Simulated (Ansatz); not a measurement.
Basis-set extrapolation for CH$_{7}$FSi$_{2}$, SMILES `C[SiH2][SiH2]F` (PBE0-D4/def2-TZVP geometry, frozen core, Ansatz). Multiplicity 1, RHF reference.

|  | def2-TZVPP | def2-QZVPP |
| --- | --- | --- |
| HF | -719.397919 | -719.423057 |
| MP2 correlation | -0.679300 | -0.733990 |
| CCSD(T) correlation | -0.754812 | not run |

Energies in hartree. Use E(X) = E(∞) + A·exp(−7.88·√X) for Hartree–Fock and E(X) = E(∞) + B·X^(−2.97) for correlation, with X = 3 and 4, and add CCSD(T) minus MP2 of the smaller set to the MP2 limit.

**Question.** What is the CCSD(T) energy at the basis-set limit?

**Answer.** HF limit: -719.423057 + (-0.025138) × 0.13774 = -719.42652. MP2 limit: -0.733990 + (-0.054690) × 0.74074 = -0.77450. Higher-order term: -0.754812 − (-0.679300) = -0.07551. Total: -720.27653 hartree, 3.37 eV below CCSD(T)/def2-TZVPP.
